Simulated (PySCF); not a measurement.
A calculated (LDA, PySCF 2.14, x2c-QZVPPall with one added diffuse shell each of s, p, d, f type, scalar relativity by spin-free X2C-1e) atom or ion has these occupied shells.

| shell | electrons | orbital energy (eV) | rms radius, mean of both spins (bohr) |
| --- | --- | --- | --- |
| 1s α | 1 | -31527.9 | 0.0319 |
| 1s β | 1 | -31527.8 | 0.0319 |
| 2s α | 1 | -4836.2 | 0.130 |
| 2s β | 1 | -4836.2 | 0.130 |
| 2p α | 3 | -4347.6 | 0.115 |
| 2p β | 3 | -4347.6 | 0.115 |
| 3s α | 1 | -962.17 | 0.345 |
| 3s β | 1 | -962.11 | 0.345 |
| 3p α | 3 | -802.88 | 0.345 |
| 3p β | 3 | -802.82 | 0.345 |
| 3d α | 5 | -559.61 | 0.323 |
| 3d β | 5 | -559.56 | 0.323 |
| 4s α | 1 | -163.73 | 0.814 |
| 4s β | 1 | -163.62 | 0.814 |
| 4p α | 3 | -114.17 | 0.878 |
| 4p β | 3 | -114.05 | 0.878 |
| 4d α | 5 | -41.730 | 1.06 |
| 4d β | 5 | -41.506 | 1.06 |
| 5s α | 1 | -15.792 | 2.22 |
| 5s β | 1 | -14.666 | 2.22 |
| 5p α | 3 | -6.564 | 2.86 |
| 5p β | 1 | -5.413 | 2.86 |

Problem. Name the element and its charge.

Solution. Te (tellurium, neutral), in [Kr] 4d10 5s2 5p4, high-spin 3P determinant.
